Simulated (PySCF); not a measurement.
Magnetisability: SMILES [SiH3]O[C@@H]1CCO1, C3H8O2Si

Geometry:
| atom | x (Å) | y (Å) | z (Å) |
| --- | --- | --- | --- |
| Si1 | 1.909 | 0.974 | -0.126 |
| O2 | 1.320 | -0.550 | -0.233 |
| C3 | 0.126 | -0.923 | 0.306 |
| C4 | -1.093 | -0.827 | -0.627 |
| C5 | -1.613 | 0.183 | 0.397 |
| O6 | -0.428 | 0.046 | 1.188 |
| H7 | 0.992 | 1.948 | -0.727 |
| H8 | 3.097 | 0.765 | -0.940 |
| H9 | 2.188 | 1.350 | 1.257 |
| H10 | 0.260 | -1.893 | 0.808 |
| H11 | -1.673 | -1.738 | -0.740 |
| H12 | -0.845 | -0.410 | -1.598 |
| H13 | -1.744 | 1.207 | 0.040 |
| H14 | -2.498 | -0.130 | 0.957 |

Level of theory: GIAO KT1/pcSseg-1 magnetisability, rotational g tensor and spin-rotation constants, non-relativistic, gas phase in PySCF 2.14.0. Geometry: GFN2-xTB.

How diamagnetic is it, and how anisotropic?

Isotropic -875 × 10⁻³⁰ J/T², or -52.7 × 10⁻⁶ cm³/mol; principal values -978, -903, -744 × 10⁻³⁰ J/T², anisotropy 207 × 10⁻³⁰ J/T² (root of half the summed squared differences of the principal values). The susceptibility is in cgs units.

Split it along the inertial axes a, b, c into diamagnetic and paramagnetic parts about the centre of mass, with the quadrupole moment.


```tsv
axis	χ (10⁻⁶ cm³/mol)	diamagnetic (10⁻⁶ cm³/mol)	paramagnetic (10⁻⁶ cm³/mol)	summed x² of all electrons (Å²)	quadrupole Θ (D Å)
a	-51.0	-294.1	243.1	132.8	+4.53
b	-55.0	-683.8	628.8	40.9	-3.39
c	-52.2	-737.0	684.9	28.4	-1.14
```
Anisotropies 2χaa − χbb − χcc = +5.2 and 2χbb − χaa − χcc = -6.8 × 10⁻⁶ cm³/mol. Θ is traceless in Buckingham's convention.

And the rotational g tensor?


```tsv
axis	rotational constant (GHz)	g	nuclear part	electronic part
a	6.2490	-0.0897	0.6239	-0.7136
b	2.0640	-0.0213	0.5885	-0.6098
c	1.8838	-0.0230	0.5831	-0.6061
```
Asymmetric top; isotopes 12C, 1H, 16O, 28Si; no vibrational averaging.
